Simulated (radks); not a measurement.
The numbers below are computed, except where a source is named.
Question: Mean orbital radii <r> (bohr) of neutral ytterbium, [Xe] 4f14 6s2, of relativity; Dirac values are averaged over j with weights 2j + 1. Spin-unpolarised spherical Kohn-Sham, BLYP, point nucleus unless stated (finite: rms radius 5.3108 fm), a radial shooting solver on a logarithmic mesh with Libxc functionals. A level marked "c x" has the speed of light scaled by that factor.

shell  non-rel.
2s      0.09172
2p      0.07766
3s       0.2343
3p       0.2242
3d       0.1974
4s       0.5270
4p       0.5371
4d       0.5627
5s        1.323
5p        1.511
4f       0.7475
6s        4.223

Give the values at the level "Dirac, finite nucleus".

Answer: 
shell  Dirac, finite nucleus  change of magnitude (%)
2s                   0.08275                    -9.78
2p                   0.07372                    -5.08
3s                    0.2163                    -7.71
3p                    0.2154                    -3.93
3d                    0.1961                    -0.68
4s                    0.4878                    -7.44
4p                    0.5172                    -3.70
4d                    0.5603                    -0.43
5s                     1.209                    -8.58
5p                     1.451                    -3.93
4f                    0.7944                    +6.27
6s                     3.906                    -7.49
